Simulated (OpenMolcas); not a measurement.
## BSiH4OF (SMILES FBO[SiH3]): the HOMO–LUMO gap, rung by rung

BSiH4OF has 8 atoms, charge 0, and is taken as a singlet. SMILES: `FBO[SiH3]`. Geometry: relaxed at PBE0-D4/def2-TZVP. This is one conformer, not always the lowest.

Quantity: the HOMO–LUMO gap, in eV. The values are calculated.

```json
{"level": "HF/6-311+G**", "kind": "Hartree–Fock", "program": "OpenMolcas", "value (eV)": "14.57"}
{"level": "PBE/6-311+G**", "kind": "GGA", "program": "OpenMolcas", "value (eV)": "6.93"}
{"level": "revPBE/6-311+G**", "kind": "GGA", "program": "OpenMolcas", "value (eV)": "6.98"}
{"level": "M06-L/6-311+G**", "kind": "meta-GGA", "program": "OpenMolcas", "value (eV)": "7.74"}
{"level": "TPSS/6-311+G**", "kind": "meta-GGA", "program": "OpenMolcas", "value (eV)": "7.32"}
{"level": "B3LYP/6-311+G**", "kind": "global hybrid", "program": "OpenMolcas", "value (eV)": "8.83"}
{"level": "PBE0/6-311+G**", "kind": "global hybrid", "program": "OpenMolcas", "value (eV)": "9.25"}
{"level": "B2PLYP/6-311+G**", "kind": "double hybrid", "program": "OpenMolcas", "value (eV)": "11.51"}
```

The values span 6.93 to 14.57 eV. Orbital gaps aren't excitation energies, and those of double hybrids come from the SCF part alone; they tend to grow with the share of exact exchange.
